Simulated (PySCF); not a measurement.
oxalic acid (C₂H₂O₄), SMILES O=C(O)C(=O)O. Heavy atoms are numbered as in [OH:1][C:2](=[O:3])[C:4]([OH:5])=[O:6]. Hydrogens are named by the atom that carries them.

The structure is a stationary point at ωB97X-D3(BJ)/def2-SVP. The values are those of a single conformer.

Method: PBE/pcSseg-1 (PySCF).

GIAO shieldings, no solvent; atoms alike by connectivity are averaged. δ = σ(ref) − σ: ¹⁷O against H2O (σ = 334.3 ppm); ¹³C against TMS (σ = 182.0 ppm); ¹H against TMS (σ = 31.49 ppm), references at their B3LYP-D3(BJ)/def2-TZVP geometries, non-relativistic.

Computed chemical shifts:
```tsv
nucleus	atoms	count	δ (ppm)
¹⁷O	O3	2	437.5
¹⁷O	O1 (OH)	2	227.2
¹³C	C2	2	158.6
¹H	H on O1	2	6.12
```
